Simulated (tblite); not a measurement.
Species: C6H13ClO2S.
Structure used (GFN2-xTB), in Å, numbered top down from 1:
```xyz
23
C6H13ClO2S angstrom
C     -1.7997   -1.0425   -1.0650
C     -1.3854   -0.0297    0.0011
C     -1.5340   -0.6395    1.3934
C      0.0348    0.5172   -0.2687
C      0.3192    1.8031    0.5034
C      1.1191   -0.5009    0.0291
S      2.6609    0.1830   -0.6141
O      2.4688    0.8053   -1.8825
O      3.3929    0.8816    0.3915
Cl     3.7112   -1.5323   -0.9779
H     -1.1892   -1.9407   -1.0146
H     -1.7056   -0.6160   -2.0606
H     -2.8362   -1.3362   -0.9180
H     -2.0652    0.8259   -0.0703
H     -0.9555   -1.5558    1.4826
H     -1.2120    0.0561    2.1632
H     -2.5773   -0.8843    1.5782
H      0.1014    0.7487   -1.3374
H      0.3252    1.6273    1.5766
H      1.2909    2.1986    0.2187
H     -0.4359    2.5535    0.2815
H      0.9714   -1.4423   -0.4890
H      1.2954   -0.6527    1.0888
```

Computed values, GFN2-xTB/tblite, gas phase, harmonic and unscaled. This tight-binding method is rough: wavenumbers can miss measured ones by several per cent, in bad cases by 10 to 20. One conformer, not necessarily the lowest.

Harmonic wavenumbers (cm⁻¹): 33.0, 60.1, 67.3, 114.5, 186.7, 197.6, 209.1, 224.2, 238.0, 262.7, 275.2, 315.6, 324.2, 351.0, 399.4, 471.7, 479.3, 515.1, 548.7, 743.2, 807.4, 837.7, 940.7, 947.4, 975.3, 979.8, 997.9, 1051.8, 1071.9, 1117.8, 1136.3, 1166.0, 1176.8, 1178.3, 1212.6, 1286.3, 1296.3, 1300.8, 1341.2, 1350.6, 1399.5, 1410.4, 1421.0, 1425.7, 1489.9, 1494.0, 1499.1, 1504.3, 1506.0, 1513.3, 2939.5, 2945.6, 3026.2, 3034.7, 3037.2, 3038.7, 3039.3, 3042.4, 3043.7, 3045.4, 3048.9, 3053.0, 3057.0.

A = 1657, B = 567.1, C = 510.1 MHz; mass 184.032 u (most abundant isotopes); point group C1, symmetry number 1.

Q: What is the zero-point energy?

A: ½Σν̃ = 41102 cm⁻¹ = 491.69 kJ/mol.

Q: What is S at 298.15 K and 1 bar for an ideal gas of classical rigid rotors and harmonic oscillators?

A: Translation 173.90, rotation 129.22, vibration 168.07: S = 471.2 J/(mol K).

Q: And Cp and H(298.15 K) − H(0)?

A: Cp = 197.85 J/(mol K), of which vibrations give 164.60 (their classical limit is 63 R = 523.8); H(298.15 K) − H(0) = 35.96 kJ/mol without the zero-point energy, 26.04 from vibrations.

Q: What must be added to the electronic energy to get the Gibbs energy at 298.15 K and 1 bar?

A: ZPE + [H(298.15 K) − H(0)] − T·S = 491.69 + 35.96 − 140.48 = 387.17 kJ/mol.

Q: Blend soft modes into free rotors: weight 1/[1 + (100 cm⁻¹/ν̃)⁴] for the oscillator and the rest for a rotor with moment μB/(μ + B), μ = h/(8π²ν), B = 10⁻⁴⁴ kg m². What vibrational entropy results?

A: 153.09 J/(mol K) in place of 168.07, which changes −T·S at 298.15 K by +4.47 kJ/mol.

Hindered rotation and anharmonicity are outside this model. Other conformers, if any are populated, would add a mixing term that is left out. The structure is chiral; the term R ln 2 for an equal mix with its mirror image is left out.
